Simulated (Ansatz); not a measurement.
tert-butylarsine (C₄H₁₁As), singlet, geometry from GFN2-xTB; B97M-V/STO-3G run with Ansatz (a quantum-chemistry and plane-wave program).

Ansatz was given this input:
Ansatz 0.2 input:
```yaml
crystal:
  periodic: [false, false, false]
  atoms:
    - {symbol: C, position_ang: [-0.83316122, 1.27658107, 1.24304788]}
    - {symbol: C, position_ang: [-0.73344256, 0.02351481, 0.38238815]}
    - {symbol: C, position_ang: [-0.87008621, -1.21851579, 1.25927285]}
    - {symbol: C, position_ang: [-1.83703839, 0.03118536, -0.67224718]}
    - {symbol: As, position_ang: [1.04249619, -0.07969482, -0.57345441]}
    - {symbol: H, position_ang: [-1.79691596, 1.31804641, 1.75234834]}
    - {symbol: H, position_ang: [-0.73318524, 2.17315849, 0.63040051]}
    - {symbol: H, position_ang: [-0.04778167, 1.28733430, 1.99951757]}
    - {symbol: H, position_ang: [-0.79786018, -2.12403746, 0.65387815]}
    - {symbol: H, position_ang: [-1.83096123, -1.22802419, 1.77463380]}
    - {symbol: H, position_ang: [-0.07828299, -1.24420087, 2.00985401]}
    - {symbol: H, position_ang: [-1.77479274, -0.86143756, -1.29757801]}
    - {symbol: H, position_ang: [-1.74317674, 0.90752870, -1.31582814]}
    - {symbol: H, position_ang: [-2.82219543, 0.05305933, -0.20539039]}
    - {symbol: H, position_ang: [1.02361566, 1.36449750, -0.99321368]}
    - {symbol: H, position_ang: [1.84153244, 0.30741159, 0.64060304]}
basis:
  gaussian:
    orbitals: STO-3G
hamiltonian:
  xc: {name: B97M-V}
```

What the program printed (banner, timings and long lists left out):

```
Functional definition: B97M-V
624 factors; integrals over basis functions are off by at most 2.8e-5 eV
mean field evaluation 1: about -64425.9472 eV, gradient 5.6e0 eV
mean field evaluation 2: about -64426.0092 eV, gradient 3.4e0 eV
mean field evaluation 4: about -64426.0460 eV, gradient 2.6e-1 eV
mean field evaluation 8: about -64425.9002 eV, gradient 4.7e-4 eV
mean field -64425.90023577 eV, -2367.6081642208 hartree, gradient 3.8e-5 eV, S^2 0.000000; 0 other end points of the search recorded, 0 dependent functions left out
reference -64425.90027519 eV, -2367.6081656697 hartree; 34, 34 occupied and 15, 15 virtual orbitals, 624 factors
Total energy: -64425.90027519 eV, -2367.6081656697 hartree
```
